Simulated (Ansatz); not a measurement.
Frontier orbitals of `BC(=N)F`.

Z-matrix (Å, degrees):
```
B
C 1 1.561
H 1 1.191 2 119.8
H 1 1.192 2 118.6 3 175.6
N 2 1.256 1 126.3 3 -135.5
F 2 1.341 1 116.4 3 36.7
H 5 1.018 2 110.2 1 -11.9
```

Charge 0, multiplicity 1. The structure was optimised at the PBE0-D4/def2-TZVP level. It is one conformer, not always the lowest. Basis def2-TZVPP, Ansatz 0.2.0.

Orbital energies of one run (eV). Highest occupied ones, from the top: -10.96, -11.72, -13.02, -13.85, -15.35, -16.27, -16.96, -18.91, -20.76, -28.73, -37.33, -189.04, -284.68, -395.07. Empty: -0.84, 2.19, 2.56, 3.07, 3.40, 4.41.

**Question.** Which functional gave them?
A. revPBE
B. BHLYP
C. ωB97M-V
D. HSE06 (plane-wave form)

**Answer.** C. HOMO energies: ωB97M-V -10.96, revPBE -7.00, HSE06 -8.16, BHLYP -10.06 eV.
